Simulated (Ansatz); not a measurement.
Job for Ansatz (a quantum-chemistry and plane-wave program): R-B3LYP/def2-TZVPP on silene (SMILES C=[SiH2]), atoms moved off the minimum.

Ansatz 0.2 input:
```yaml
crystal:
  periodic: [false, false, false]
  atoms:
    - {symbol: C, position_ang: [-1.24809896, 0.02919964, -0.02713642]}
    - {symbol: Si, position_ang: [0.58147070, 0.01299984, -0.04405514]}
    - {symbol: H, position_ang: [-1.68539410, 0.80517176, -0.08170303]}
    - {symbol: H, position_ang: [-1.71145460, -0.91674116, -0.07937968]}
    - {symbol: H, position_ang: [1.41705921, -1.20595198, 0.13896721]}
    - {symbol: H, position_ang: [1.28088012, 1.24825070, -0.05852173]}
basis:
  gaussian:
    orbitals: def2-TZVPP
hamiltonian:
  xc: {name: B3LYP}
scf: {lower_state_search: off}
output: {forces: true}
```

Output:

```
WARN ansatz: RAYON_NUM_THREADS=1 ignored (pool sized by the plan → 1); use --threads N
Functional definition: B3LYP
these checks for a lower state are left out or cut short: stability, starts, cluster_reference, orbital_swaps, neighbouring_geometries, increment
integrals: 0.03 GiB planned
707 factors; their error is unknown
mean field: 0.37 GiB planned
mean field evaluation 1: about -8965.4628 eV, gradient 7.1e1 eV
mean field evaluation 2: about -8933.9841 eV, gradient 1.1e2 eV
mean field evaluation 4: about -8978.1446 eV, gradient 7.1e0 eV
mean field evaluation 8: about -8978.3058 eV, gradient 1.4e-1 eV
mean field evaluation 16: about -8978.3144 eV, gradient 3.4e-4 eV
mean field -8978.31437195 eV, -329.9469674492 hartree, gradient 7.3e-6 eV, S^2 0.000000; 0 other end points of the search recorded, 0 dependent functions left out
the calculation of the forces begins
reference -8978.31458999 eV, -329.9469754621 hartree; 12, 12 occupied and 117, 117 virtual orbitals, 707 factors
Total energy: -8978.31458999 eV, -329.9469754621 hartree
Atom 0 at    -1.248099     0.029200    -0.027136 Å, force     9.757355    -9.652612     0.581251 eV/Å
Atom 1 at     0.581471     0.013000    -0.044055 Å, force    -3.455579    -0.847614     0.187630 eV/Å
Atom 2 at    -1.685394     0.805172    -0.081703 Å, force    -5.979103    10.049036    -0.752336 eV/Å
Atom 3 at    -1.711455    -0.916741    -0.079380 Å, force    -0.745158    -0.672283     0.084169 eV/Å
Atom 4 at     1.417059    -1.205952     0.138967 Å, force    -0.244795     0.216359    -0.121349 eV/Å
Atom 5 at     1.280880     1.248251    -0.058522 Å, force     0.667281     0.907114     0.020635 eV/Å
Dipole moment:     0.191902    -0.015874    -0.024587 e Å
Checks for a lower state left out: stability, starts, cluster_reference, orbital_swaps, neighbouring_geometries, increment
```

The calculation finished and met its thresholds.

Cost: about 0.9 core-seconds (a rough figure).
